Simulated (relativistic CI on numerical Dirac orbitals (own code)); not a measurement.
Radial Dirac CI calculation of Os²⁺: levels, rates and radial parameters.

Command:

```sh
python run_levels.py task.json out
```

Input:

```
atom Os  Z=76  charge=2  electrons=74
nucleus A=192  rms_radius_fm=5.4126
hamiltonian dirac-coulomb  breit=on  qed=on  c_scale=1
orbitals kli  potential=per-configuration
slater_scale 0.85
correlation p86
mixing on
configurations
  [Xe] 4f14 5d6
  [Xe] 4f14 5d5 6s
  [Xe] 4f14 5d4 6s2
  [Xe] 4f14 5d5 6p
  [Xe] 4f14 5d5 5f
  [Xe] 4f14 5d4 6s 6p
  [Xe] 4f14 5d5 7s
  [Xe] 4f14 5d5 6d
  [Xe] 4f14 5d5 7p
  [Xe] 4f14 5d4 5f2
  [Xe] 4f14 5d5 8s
  [Xe] 4f14 5d5 7d
  [Xe] 4f14 5d5 8p
  [Xe] 4f14 5d4 6s 7s
  [Xe] 4f14 5d5 6f
  [Xe] 4f14 5d4 6p2
  [Xe] 4f14 5d5 5g
  [Xe] 4f14 5d5 8d
  [Xe] 4f14 5d5 7f
  [Xe] 4f14 5d4 5f 6s
  [Xe] 4f14 5d4 6p 7s
end
```

Hardware: one thread of Neoverse-V1, on a shared host. Rates were computed among at most 200 levels.

Problem. How large is the problem, and how long does it take?

Solution. 7606 determinants at the lowest M give 7606 levels; 220 SCF iterations in all; about 9.8 s of CPU and 0.35 GiB at the peak.
